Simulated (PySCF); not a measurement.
BBr2HO, SMILES OB(Br)Br.

The structure is a stationary point at PBE0-D3(BJ)/def2-SVP. The values are those of a single conformer.

Two levels are set side by side: TDDFT-PBE/def2-SVPD (PySCF) and TDDFT-LC-ωPBE/def2-SVPD (PySCF). Vertical, same geometry. The lowest singlet is HOMO→LUMO 100 % with PBE and HOMO→LUMO+1 98 % with the other functional; states are paired by order. Differences are taken from unrounded values.

| quantity | TDDFT-LC-ωPBE | TDDFT-PBE | TDDFT-PBE minus TDDFT-LC-ωPBE |
|---|---|---|---|
| lowest singlet excitation (eV) | 6.51 | 5.33 | -1.18 |
| lowest triplet excitation (TDA) (eV) | 6.35 | 5.19 | -1.16 |
| first bright state (f over 0.05) (eV) | 7.28 | 6.16 | -1.11 |
| its oscillator strength | 0.13 | 0.12 | -0.01 |

Functionals without exact exchange tend to place singlet excitations lower, as here. Differences between two approximate levels are no errors against the true value.

Rough cost on one machine, each run with all the roots and properties that it gave: TDDFT-LC-ωPBE against TDDFT-PBE about 5 times.
